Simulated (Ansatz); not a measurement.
`N[Si]N([SiH3])[SiH3]` and `[SiH3][N]([SiH3])[GeH3]` differ in one atom or group.

Ansatz, PBE0-D4/def2-TZVP geometries, multiplicity 1. Each molecule was computed in one conformer, which needn't be the lowest.

Scalar relativity is left out up to krypton.

| property | `N[Si]N([SiH3])[SiH3]` |
| --- | --- |
| LUMO energy (ωB97M-V/def2-TZVPP) / eV | 0.95 |
| LUMO energy (PBE0/def2-TZVPP) / eV | -0.96 |
| HOMO energy (B3LYP/def2-TZVPP) / eV | -6.43 |
| HOMO–LUMO gap (PBE/def2-TZVPP) / eV | 3.79 |
| size of the dipole moment (PBE/def2-TZVPP) / D | 1.82 |
| HOMO–LUMO gap (B3LYP/def2-TZVPP) / eV | 5.30 |

**Question.** Give the same properties after the change, and the shifts. (An estimate is asked.)

**Answer.** The calculation gave: 
```tsv
property	`[SiH3][N]([SiH3])[GeH3]`	shift
LUMO energy (ωB97M-V/def2-TZVPP) / eV	1.38	0.43
LUMO energy (PBE0/def2-TZVPP) / eV	-0.36	0.60
HOMO energy (B3LYP/def2-TZVPP) / eV	-7.25	-0.82
HOMO–LUMO gap (PBE/def2-TZVPP) / eV	4.97	1.18
size of the dipole moment (PBE/def2-TZVPP) / D	0.78	-1.04
HOMO–LUMO gap (B3LYP/def2-TZVPP) / eV	6.73	1.43
```

With PBE0 the HOMO falls by 0.85 eV and the LUMO rises by 0.60 eV, so the gap widens by about 1.45 eV. PBE moves the HOMO by -0.63 eV and ωB97M-V by -0.96 eV. Dipoles are sizes alone; their direction can turn.

B3LYP here is the variant with VWN-RPA as its local correlation; programs differ in this.
